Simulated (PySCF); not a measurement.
## How methods differ on the excitation energy of B²⁺

B²⁺ [He] 2s1 (2S) → B²⁺ [He] 3d1 (2D), as a difference of total energies. All numbers are calculated (PySCF 2.14, the spin-free X2C one-electron Hamiltonian (Gaussian nucleus), in x2c-QZVPPall with one added diffuse shell each of s, p, d, f type (8s5p4d3f1g, 73 functions)). Correlated levels: valence and next inner shell: nothing frozen. The calculations carry no spin-orbit coupling.

```
                                method  excitation energy (eV)
                                   UHF                  24.229
    MP2 (valence and next inner shell)                  24.256
SCS-MP2 (valence and next inner shell)                  24.255
   CCSD (valence and next inner shell)                  24.261
CCSD(T) (valence and next inner shell)                  24.261
```

Question: How much does correlation contribute at CCSD(T) (valence and next inner shell)?

Answer: 24.261 − (24.229) = 0.032 eV, measured against UHF.

The promoted electron is Rydberg-like, and one or two diffuse shells describe it only roughly, which tends to raise the upper state.
